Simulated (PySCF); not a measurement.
Stationary points of MoNCl3

Method: PBE/[Mo def2-SVP with ECP28, N def2-SVP, Cl def2-SVP], scalar-relativistic core potentials, density fitting, no spin–orbit coupling, PySCF.

Relaxations began from a few typed shapes. The search is not exhaustive: other isomers or separated fragments can lie lower, and high-lying points may rest on an excited occupation.

**Question.** Order these stationary points by electronic energy, lowest first, in kJ/mol from the lowest minimum.
A. singlet C3v: Mo–Cl 2.268 Å (×3), Mo–N 1.641 Å; Cl–Mo–Cl 113.2° (×3), Cl–Mo–N 105.4° (×3)
B. singlet C2v: Mo–Cl 2.304 Å (×2), Mo–Cl 2.488 Å, Mo–N 1.635 Å; Cl–Mo–Cl 84.2° (×2), Cl–Mo–Cl 168.3°, Cl–Mo–N 95.8° (×2), Cl–Mo–N 180.0°

**Answer.** A (0.0), B (295.8).

**Question.** Which of them are minima?

**Answer.** By energy in kJ/mol, 0.0: minimum; 295.8: saddle point, 2 imaginary modes.

Formally Mo is in oxidation state +6, d0. The polar-tensor charge on Mo, 1.48, is far below the formal one.
